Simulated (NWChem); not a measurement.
Program: NWChem. System: CH3AlF2, charge 0, spin multiplicity 1, displaced from the optimised geometry. The structure started from a generated list of species. Level: PBE0/def2-TZVP.

Output (cleaned and shortened):

```
             Northwest Computational Chemistry Package (NWChem) 7.3.0
             --------------------------------------------------------

                                NWChem Input Module
                                -------------------

 Scaling coordinates for geometry "geometry" by  1.889725989
 (inverse scale =  0.529177249)

                             Geometry "geometry" -> ""
                             -------------------------

 Output coordinates in angstroms (scale by  1.889725989 to convert to a.u.)

  No.       Tag          Charge          X              Y              Z
 ---- ---------------- ---------- -------------- -------------- --------------
    1 Al                  13.0000     0.04971900     0.04317500     0.00094100
    2 C                    6.0000    -1.50723600    -1.15508400    -0.05575400
    3 H                    1.0000    -1.29435500    -2.04758400    -0.70532700
    4 H                    1.0000    -2.42052000    -0.64049800    -0.45585300
    5 H                    1.0000    -1.74387400    -1.54829900     0.97025200
    6 F                    9.0000    -0.00558500     1.64082800    -0.55416200
    7 F                    9.0000     1.54512000    -0.46242700     0.61118700

 Effective nuclear repulsion energy (a.u.)     152.0372867293

            Nuclear Dipole moment (a.u.)
            ----------------------------
        X                 Y               Z
 ---------------- ---------------- ----------------
    -0.0000056692    -0.0000018897     0.0000113384


 Summary of "ao basis" -> "" (spherical)
 ------------------------------------------------------------------------------
       Tag                 Description            Shells   Functions and Types
 ---------------- ------------------------------  ------  ---------------------
 *                         def2-tzvp                  on all atoms

                                 NWChem DFT Module
                                 -----------------

 Summary of "ao basis" -> "ao basis" (spherical)
 ------------------------------------------------------------------------------
       Tag                 Description            Shells   Functions and Types
 ---------------- ------------------------------  ------  ---------------------
 Al                        def2-tzvp                13       37   5s5p2d1f
 C                         def2-tzvp                11       31   5s3p2d1f
 H                         def2-tzvp                 4        6   3s1p
[...]
     2   1 1 0      0.739634    -19.023678    -19.023678     38.786991
     2   1 0 1     -1.730108    -17.570908    -17.570908     33.411709
     2   0 2 0    -23.877218    -85.475773    -85.475773    147.074328
     2   0 1 1      2.107058     19.098732     19.098732    -36.090406
     2   0 0 2    -19.493298    -23.657989    -23.657989     27.822681

            General Information
            -------------------
          SCF calculation type: DFT
          Wavefunction type:  closed shell.
          No. of atoms     :     7
          No. of electrons :    40
           Alpha electrons :    20
            Beta electrons :    20
          Charge           :     0
          Spin multiplicity:     1
          Use of symmetry is: off; symmetry adaption is: off
          Maximum number of iterations: 100
          AO basis - number of functions:   148
                     number of shells:    58
          Convergence on energy requested:  1.00D-06
          Convergence on density requested:  1.00D-05
          Convergence on gradient requested:  5.00D-04

              XC Information
              --------------
                         PBE0 Method XC Functional
                     Hartree-Fock (Exact) Exchange  0.250
          PerdewBurkeErnzerhof Exchange Functional  0.750
            Perdew 1991 LDA Correlation Functional  1.000 local
           PerdewBurkeErnz. Correlation Functional  1.000 non-local

             Grid Information
             ----------------
          Grid used for XC integration:  medium
          Radial quadrature: Mura-Knowles
          Angular quadrature: Lebedev.
          Tag              B.-S. Rad. Rad. Pts. Rad. Cut. Ang. Pts.
          ---              ---------- --------- --------- ---------
          Al                  1.25       88          10.0       590
          C                   0.70       49           9.0       434
          H                   0.35       45          10.0       434
          F                   0.50       49          11.0       434
          Grid pruning is: on
          Number of quadrature shells:   370
          Spatial weights used:  Erf1

          Convergence Information
          -----------------------
          Convergence aids based upon iterative change in
          total energy or number of iterations.
          Levelshifting, if invoked, occurs when the
          HOMO/LUMO gap drops below (HL_TOL):  1.00D-02
          DIIS, if invoked, will attempt to extrapolate
          using up to (NFOCK): 10 stored Fock matrices.

                    Damping( 0%)  Levelshifting(0.5)       DIIS
                  --------------- ------------------- ---------------
          dE  on:    start            ASAP                start
          dE off:    2 iters        100 iters           100 iters

      Screening Tolerance Information
      -------------------------------
          Density screening/tol_rho:  1.00D-10
          AO Gaussian exp screening on grid/accAOfunc:  14
          CD Gaussian exp screening on grid/accCDfunc:  20
          XC Gaussian exp screening on grid/accXCfunc:  20
          Schwarz screening/accCoul:  1.00D-08

                            NWChem DFT Gradient Module
                            --------------------------

  charge          =   0.00
  wavefunction    = closed shell

                         DFT ENERGY GRADIENTS

    atom               coordinates                        gradient
                 x          y          z           x          y          z
   1 Al      0.093955   0.081589   0.001778   -0.011829  -0.009079  -0.000423
   2 C      -2.848263  -2.182792  -0.105360    0.006266   0.005502   0.000104
   3 H      -2.445976  -3.869373  -1.332875    0.003291  -0.014699  -0.010692
   4 H      -4.574120  -1.210366  -0.861437   -0.015583   0.008178  -0.006647
   5 H      -3.295444  -2.925861   1.833510   -0.004127  -0.006552   0.016814
   6 F      -0.010554   3.100715  -1.047214   -0.000612   0.023993  -0.008275
   7 F       2.919853  -0.873860   1.154976    0.022594  -0.007343   0.009118

                 ----------------------------------------
                 |  Time  |  1-e(secs)   |  2-e(secs)   |
                 ----------------------------------------
                 |  CPU   |       0.02   |      13.12   |
                 ----------------------------------------
                 |  WALL  |       0.02   |      13.12   |
                 ----------------------------------------

 Task  times  cpu:       35.2s     wall:       35.2s

 Total times  cpu:       35.2s     wall:       35.2s
```

Write an NWChem input that would produce this output.

One answer among several that fit: 
```
start mol
memory heap 200 mb stack 900 mb global 1100 mb
geometry units angstroms nocenter noautoz noautosym
  Al     0.049719     0.043175     0.000941
  C     -1.507236    -1.155084    -0.055754
  H     -1.294355    -2.047584    -0.705327
  H     -2.420520    -0.640498    -0.455853
  H     -1.743874    -1.548299     0.970252
  F     -0.005585     1.640828    -0.554162
  F      1.545120    -0.462427     0.611187
end
basis spherical
  * library def2-tzvp
end
dft
  xc pbe0
  semidirect memsize 60000000 filesize 0
  iterations 100
  vectors input hcore
end
task dft gradient
```
